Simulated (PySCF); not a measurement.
Electron correlation in Sn²⁺ (tin, charge +2)

[Kr] 4d10 5s1 5d1, high-spin 3D determinant (an excited configuration). Calculation: PySCF 2.14, in aug-cc-pVDZ-PP with ECP28MDF (5s4p3d, 32 functions); a scalar-relativistic core potential. Frozen: 4s2 4p6 4d10; 2 electrons correlated.

Total MP2 correlation energy: -1.27 mhartree.

Same-spin part -1.27 and opposite-spin part 0.00 mhartree; SCS-MP2 scales them by 1/3 and 6/5 to -0.42 mhartree.
